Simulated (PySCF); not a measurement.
**Working out the ionisation energy of In+**

In+ [Kr] 4d10 5s2 (1S) → In(2+) [Kr] 4d10 5s1 (2S). All numbers are calculated (PySCF 2.14, scalar relativity through the core potential, in aug-cc-pwCVDZ-PP with ECP28MDF (6s5p4d1f, 48 functions)). Frozen: nothing. Energies in hartree (1 hartree = 27.21139 eV):

```csv
part,In+ (lower),In(2+) (upper)
UHF,-189.014394,-188.389375
MP2 opposite-spin,-0.251349,-0.207610
MP2 same-spin,-0.129378,-0.113029
```

Task: What does Hartree-Fock give?

Result: (-188.389375) − (-189.014394) = 0.625019 hartree = 17.008 eV.

Task: What do MP2 and SCS-MP2 (6/5 opposite-spin, 1/3 same-spin) give?

Result: The opposite-spin parts differ by 1.190 eV and the same-spin parts by 0.445 eV. MP2: 17.008 + (1.190) + (0.445) = 18.643 eV. SCS-MP2: 17.008 + 1.2 × (1.190) + (0.445)/3 = 18.584 eV.

Measured between the centres of the two terms (NIST): 18.870 eV, so MP2 (valence and next inner shell) is off by -0.227 eV.

A double-zeta basis recovers only part of the correlation energy.

What remains against the reference includes basis incompleteness and correlation beyond second order.
